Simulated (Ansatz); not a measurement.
Basis sets compared for 4CzIPN, `N#Cc1c(-n2c3ccccc3c3ccccc32)c(C#N)c(-n2c3ccccc3c3ccccc32)c(-n2c3ccccc3c3ccccc32)c1-n1c2ccccc2c2ccccc21`. The state is a singlet with charge 0. Geometry PBE-D4/def2-SVP. Ansatz on 11 threads of AMD EPYC 7R13 on a shared host and a whole NVIDIA H100 80GB HBM3; times are rough, and most runs start from earlier orbitals.

```xyz
94

N    -2.035   -3.841   -1.570
C    -1.408   -3.014   -1.022
C    -0.620   -2.009   -0.380
C     0.577   -2.381    0.280
N     0.905   -3.735    0.439
C     0.150   -4.683    1.152
C    -1.033   -4.506    1.882
C    -1.567   -5.628    2.531
C    -0.933   -6.887    2.459
C     0.259   -7.050    1.743
C     0.815   -5.940    1.081
C     2.015   -5.742    0.290
C     3.046   -6.596   -0.141
C     4.073   -6.074   -0.938
C     4.072   -4.714   -1.317
C     3.055   -3.843   -0.902
C     2.043   -4.370   -0.089
C     1.439   -1.374    0.777
C     2.562   -1.746    1.581
N     3.464   -2.058    2.263
C     1.130    0.002    0.589
N     2.020    0.971    1.072
C     1.685    2.072    1.883
C     0.515    2.305    2.617
C     0.437    3.496    3.351
C     1.510    4.413    3.376
C     2.695    4.148    2.678
C     2.791    2.966    1.924
C     3.843    2.377    1.118
C     5.133    2.802    0.757
C     5.899    2.000   -0.098
C     5.383    0.786   -0.599
C     4.099    0.341   -0.253
C     3.345    1.143    0.614
C    -0.091    0.376   -0.044
N    -0.419    1.731   -0.203
C     0.358    2.691   -0.875
C     1.559    2.528   -1.577
C     2.120    3.663   -2.178
C     1.489    4.923   -2.099
C     0.266    5.068   -1.430
C    -0.312    3.945   -0.814
C    -1.547    3.731   -0.085
C    -2.602    4.576    0.300
C    -3.661    4.045    1.048
C    -3.658    2.687    1.434
C    -2.613    1.828    1.068
C    -1.580    2.357    0.284
C    -0.976   -0.638   -0.514
N    -2.181   -0.308   -1.151
C    -2.337    0.618   -2.200
C    -1.361    1.188   -3.028
C    -1.791    2.092   -4.008
C    -3.160    2.396   -4.175
C    -4.132    1.784   -3.375
C    -3.723    0.883   -2.377
C    -4.437    0.075   -1.407
C    -5.797   -0.063   -1.080
C    -6.162   -0.915   -0.031
C    -5.181   -1.622    0.696
C    -3.818   -1.503    0.388
C    -3.462   -0.658   -0.672
H    -1.522   -3.525    1.955
H    -2.497   -5.521    3.107
H    -1.379   -7.748    2.979
H     0.760   -8.029    1.701
H     3.040   -7.660    0.140
H     4.886   -6.730   -1.280
H     4.883   -4.327   -1.951
H     3.052   -2.788   -1.214
H    -0.316    1.588    2.625
H    -0.479    3.712    3.920
H     1.417    5.339    3.963
H     3.541    4.851    2.721
H     5.529    3.756    1.136
H     6.912    2.318   -0.386
H     5.999    0.169   -1.269
H     3.712   -0.606   -0.652
H     2.053    1.552   -1.666
H     3.074    3.563   -2.717
H     1.957    5.796   -2.578
H    -0.239    6.044   -1.390
H    -2.591    5.640    0.020
H    -4.497    4.693    1.348
H    -4.491    2.288    2.032
H    -2.617    0.780    1.394
H    -0.297    0.941   -2.923
H    -1.043    2.569   -4.657
H    -3.464    3.110   -4.954
H    -5.200    2.000   -3.525
H    -6.560    0.501   -1.637
H    -7.223   -1.035    0.234
H    -5.486   -2.288    1.516
H    -3.066   -2.060    0.963
```

Single mean-field runs in def2-SVP, def2-TZVP are fitted with def2-universal-jkfit.

Binding counts from free atoms (N quartet, C triplet, H doublet) in the same basis, without a counterpoise term.

```json
{"level": "PBE-D4/def2-SVP (with forces)", "functions": "1028", "energy (Eh)": "-2477.1970", "HOMO (eV)": "-5.22", "LUMO (eV)": "-3.30", "binding per atom (eV)": "5.90", "wall time": "25 s"}
{"level": "PBE0-D4/def2-SVP", "functions": "1028", "energy (Eh)": "-2477.3469", "HOMO (eV)": "-6.12", "LUMO (eV)": "-2.64", "binding per atom (eV)": "5.75", "wall time": "26 s"}
```

**Question.** Estimate the rows for PBE-D4/def2-TZVP, PBE0-D4/def2-TZVP.

**Answer.** 
```csv
level,functions,energy (Eh),HOMO (eV),LUMO (eV),binding per atom (eV),wall time
PBE-D4/def2-TZVP,2114,-2479.7674,-5.28,-3.38,5.79,18 s
PBE0-D4/def2-TZVP,2114,-2479.8990,-6.12,-2.67,5.65,39 s
```
